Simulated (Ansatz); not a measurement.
The same ligand exchange along the group B, Al, Ga.

Program: Ansatz. Geometries: PBE0-D4/def2-TZVP. ΔE: electronic, gas phase. CBS: MP2 limit from def2 TZ/QZ plus the TZ coupled-cluster correction, frozen cores. This one scheme is used for every species. DFT in def2-TZVPP. For Ga, Ge outer-core shells are correlated without core-valence functions, which leaves a few kJ/mol of doubt a bond. Scalar relativity is left out up to krypton.

```tsv
reaction	CCSD(T)/CBS(def2) (kJ/mol)
`F[B](Cl)[GeH3]` + H–F → `FB(F)Cl` + GeH₄	-143
`[F][Al]([Cl])[GeH3]` + H–F → `[F][Al]([F])[Cl]` + GeH₄	-139
`[F][Ga]([Cl])[GeH3]` + H–F → `[F][Ga]([F])[Cl]` + GeH₄	?
```

(1) Fill in the missing values. (Estimate.)

Largest T1 diagnostic: 0.014, for `[F][Ga]([F])[Cl]`.

## Answers

(1) The calculation gave: `[F][Ga]([Cl])[GeH3]` + H–F → `[F][Ga]([F])[Cl]` + GeH₄: -9.0 kJ/mol.
